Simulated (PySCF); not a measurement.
Species: C4H5FOSi.
Cartesian coordinates in Å at the PBE0-D3(BJ)/def2-SVP level; atoms count from 1:
```xyz
12
C4H5FOSi angstrom
C      2.0033    1.5912    0.6621
C      1.1836    0.7732    0.3052
C      0.2154   -0.1945   -0.1205
C      0.5703   -1.3309   -0.7460
O     -1.0586    0.1581    0.1702
Si    -2.4681   -0.6395   -0.2205
F     -3.6499    0.2950    0.3495
H      2.7281    2.3189    0.9783
H      1.6212   -1.5389   -0.9432
H     -0.1684   -2.0693   -1.0674
H     -2.6063   -0.7452   -1.6945
H     -2.5289   -1.9533    0.4666
```

The closed-shell ground state was solved at several levels (PySCF, density fitting, gas phase, non-relativistic).

```csv
level,basis functions,total energy (Eh),HOMO (eV),LUMO (eV),gap (eV),dipole (D)
B3LYP/def2-TZVP,253,-620.1700,-6.86,-1.21,5.65,1.78
"PBE0/6-311+G(2d,p)",227,-619.6096,-7.10,-1.08,6.02,1.92
BP86/pcSseg-1,151,-619.9742,-6.10,-1.97,4.13,1.76
KT2/pcSseg-1,151,-627.6067,-6.00,-1.83,4.17,1.77
mPW1PW91/pcSseg-1,151,-619.8646,-7.14,-0.98,6.16,2.00
```

Problem. What might LC-wPBE/pcSseg-1 (151 basis functions) give for the same quantities?

Solution. Total energy -619.6360 Eh, HOMO -9.73 eV, LUMO 1.26 eV, gap 10.99 eV, dipole 2.03 D.

Problem. Over all these levels, which gives the widest orbital gap and which the narrowest?

Solution. LC-wPBE/pcSseg-1 (range-separated hybrid) has the widest, 10.99 eV, and BP86/pcSseg-1 (GGA) the narrowest, 4.13 eV. The two share the basis. From the narrowest to the widest the HOMO moves by -3.63 eV and the LUMO by +3.23 eV.

Problem. How far do the dipole and the HOMO energy spread over the levels?

Solution. The dipole runs from 1.76 to 2.03 D (mean 1.88 D) and the HOMO from -9.73 to -6.00 eV.

One conformer stands for the species.
